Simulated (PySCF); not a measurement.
Vertical excitations of a molecule C6H10 from TDDFT-PBE0/def2-SVPD (PySCF 2.14.0), as energy in eV (oscillator strength): 6.62 (0.009), 6.69 (0.005), 7.11 (0.024), 7.20 (0.191), 7.31 (0.272), 7.40 (0.227), 7.60 (0.012), 7.73 (0.002), 7.87 (0.054), 7.90 (0.014). Lowest triplet (TDA): 4.30 eV. The structure is a stationary point at B3LYP-D3(BJ)/def2-SVP. The values are those of a single conformer.

Task: Pick the molecule that these values belong to.
A) C=CCCC=C
B) C=C(C)C(=C)C
C) C=C=CC(C)C
D) C[C@@H]1C=C[C@@H]1C

Result: A, C=CCCC=C
